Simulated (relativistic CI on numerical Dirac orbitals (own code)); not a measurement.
These numbers are calculated, not measured: Dirac-Coulomb-Breit CI, separate exchange-only KLI orbitals for each configuration, a model potential for QED, valence Slater integrals scaled by 0.9, P86 correlation estimate, and configurations built on the next ion tied to the tabulated ionisation energy (semi-empirical) (own radial code, finite nucleus).

Configuration list (outside the closed core 1s2): 2s2 2p5, 2s2 2p4 3s, 2s2 2p4 3p, 2s2 2p4 3d, 2s2 2p4 4s, 2s 2p6, 2p6 3s, 2p6 3p, 2p6 3d, 2s 2p5 3s, 2s 2p5 3p, 2s 2p5 3d, 2s2 2p4 4p, 2s2 2p4 4d, 2s2 2p4 4f, 2s2 2p3 3s2, 2s2 2p3 3s 3p, 2s 2p5 4s, 2s 2p5 4p, 2s2 2p3 3p2, 2s2 2p3 3s 3d, 2s 2p5 4d, 2s 2p5 4f, 2s2 2p3 3p 3d. Levels of other configurations are missing.

Configurations that consist of the next ion and one excited electron were tied to the tabulated ionisation energy; Rydberg ones are usually within 1,000 to 3,000 cm⁻¹ and the lowest ones within about 6,000 (9,000 in d shells), while levels on excited terms of the next ion carry the error of that term, and the other configurations can be misplaced by 10,000 cm⁻¹ or more. Rates follow the energies as ν³ (E1, M1) or ν⁵ (E2), so rates, branching and lifetimes can be off by large factors.

Outline of the computed level scheme of Ar X. Lowest level of each configuration: 2s2 2p5 2P°_3/2 at 0.000 eV; 2s 2p6 2S_1/2 at 77.018 eV; 2s2 2p4 3s 4P_5/2 at 279.352 eV; 2s2 2p4 3p 4P°_5/2 at 295.995 eV; 2s2 2p4 3d 4D_7/2 at 318.817 eV.

Some strong electric-dipole decays among the lowest 45 levels: 2s2 2p4 3s 2P_3/2 → 2s2 2p5 2P°_3/2 (3.2e+11 s⁻¹); 2s2 2p4 3s 2P_1/2 → 2s2 2p5 2P°_1/2 (2.5e+11 s⁻¹); 2s2 2p4 3s 2P_1/2 → 2s2 2p5 2P°_3/2 (1.6e+11 s⁻¹); 2s2 2p4 3s 2D_3/2 → 2s2 2p5 2P°_1/2 (1.6e+11 s⁻¹); 2s2 2p4 3s 2D_5/2 → 2s2 2p5 2P°_3/2 (1.6e+11 s⁻¹); 2s2 2p4 3d 2P_1/2 → 2s2 2p5 2P°_3/2 (1.2e+11 s⁻¹); 2s2 2p4 3d 4P_5/2 → 2s2 2p5 2P°_3/2 (1.0e+11 s⁻¹); 2s2 2p4 3d 2P_1/2 → 2s2 2p5 2P°_1/2 (8.9e+10 s⁻¹).

LS names give the leading component of a level, which can be under half, so a name can repeat, a term be missing and a line seem to break the LS rules.
